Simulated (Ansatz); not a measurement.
`B1[SiH2]C[SiH2]1`, charge 0, multiplicity 1.

**Question.** Give a relaxed structure at PBE0-D4/def2-TZVP (Ansatz 0.2.0). (Best estimate.)

**Answer.** The calculation gave: 
Z-matrix (Å, degrees):
```
Si
C 1 1.901
Si 1 2.706 2 44.6
B 1 2.028 2 89.2 3 -20.7
H 1 1.492 2 117.0 3 -148.3
H 1 1.494 2 109.8 3 87.9
H 2 1.089 1 118.7 3 -123.7
H 2 1.095 1 109.5 3 111.0
H 3 1.492 1 148.8 2 -64.7
H 3 1.494 1 102.6 2 105.6
H 4 1.190 1 138.0 2 -154.9
```
Point group Cs.
This is one stationary point; other conformers may exist.
